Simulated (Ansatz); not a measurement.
A nudged elastic band was laid between two geometries of ClF2HSSi (6 atoms, charge 0, multiplicity 1).

Level of theory: RKS PBE-D4/cc-pVDZ (Ansatz 0.2.0).

| Item | Value |
| --- | --- |
| movable images | 7 |
| climbing image | yes |
| spring | 5.0 eV/Å² |
| optimiser | quadratic models (default) |
| start path | through a guess of the saddle point |
| force threshold | 0.05 eV/Å |
| iteration limit | 60 |
| end points | relaxed |

First end point:

```xyz
6
Properties=species:S:1:pos:R:3
F 0.998 -0.050 1.498
Si 0.333 -0.342 0.024
F 0.466 -1.951 -0.261
S -1.742 0.122 -0.042
Cl 1.476 0.695 -1.347
H -1.489 1.462 0.083
```

Last end point:

```xyz
6
Properties=species:S:1:pos:R:3
F 1.025 0.121 1.434
Si 0.414 -0.141 -0.069
F 0.166 -1.764 -0.148
S -1.369 0.962 -0.418
Cl 1.813 0.403 -1.475
H -2.007 0.354 0.630
```

Q: Which bonds break or form, and what moves?

A: No bond is made or broken. The dihedral F1–Si2–S4–H6 goes from 68 to -60°.

Q: Give the energies along the band, and the barrier.

A: The forces met the threshold. The highest image is number 2 of 0 to 8, 2.2 kJ/mol above the first end and 3.2 kJ/mol above the last; the last end lies 1.1 kJ/mol below the first. The profile has 2 maxima (images 2, 6) with wells between them (image 4): this band takes more than one step, which may be the mechanism or a detour left from its start path. A vibrational analysis at the climbing image gives one clearly imaginary mode, 127i cm⁻¹: a first-order saddle point.

| image | path coordinate (Å) | energy (kJ/mol) | dihedral F1–Si2–S4–H6 (°) |
| --- | --- | --- | --- |
| 0 | 0.00 | 0.0 | 68 |
| 1 | 0.45 | 1.0 | 94 |
| 2 | 0.90 | 2.2 | 122 |
| 3 | 1.41 | 0.7 | 153 |
| 4 | 1.93 | 0.1 | -179 |
| 5 | 2.44 | 1.5 | -150 |
| 6 | 2.96 | 2.0 | -120 |
| 7 | 3.47 | 0.2 | -89 |
| 8 | 3.99 | -1.1 | -60 |

Q: What is the geometry of the highest image?

A: 
```xyz
6
Properties=species:S:1:pos:R:3:forces:R:3
F 1.157 -0.274 1.552 0.00 0.00 0.00
Si 0.338 -0.326 0.131 0.00 0.00 0.00
F 0.411 -1.895 -0.348 0.00 0.00 0.00
S -1.685 0.297 0.392 0.00 0.00 0.00
Cl 1.345 0.833 -1.251 0.00 0.00 0.00
H -1.525 1.301 -0.522 0.00 0.00 0.00
```

The band took 18 iterations and of the order of 6 core-minutes.

Run time: 5.8 min on 1 thread of Arm Neoverse V1 (shared host), peak memory 0.16 GiB.
